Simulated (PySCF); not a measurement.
Ge(H)2(vinyl)(NH2) (C2H7GeN), SMILES C=[CH][GeH2][NH2]. Heavy atoms are numbered as in [GeH2:1]([NH2:2])[CH:3]=[CH2:4]. Hydrogens are named by the atom that carries them.

The structure is a stationary point at PBE0-D3(BJ)/def2-SVP. Other conformers were not sampled.

These are PBE/def2-TZVP in PySCF values and carry that method's errors.

ESP charges are fitted to the potential on shells at 1.4 to 2.0 van der Waals radii. Atomic charges (e), one atom of each kind:

| atom | ESP fit | Mulliken | Löwdin |
|---|---|---|---|
| Ge1 (GeH2) | 0.56 | 0.26 | 0.38 |
| N2 (NH2) | -0.94 | -0.59 | -0.36 |
| C3 (CH) | -0.37 | -0.19 | -0.36 |
| C4 (CH2) | -0.30 | -0.24 | -0.23 |
| H on Ge1 | -0.09 | -0.01 | -0.05 |
| H on N2 | 0.37 | 0.22 | 0.15 |
| H on C3 | 0.18 | 0.11 | 0.13 |
| H on C4 | 0.15 | 0.12 | 0.12 |
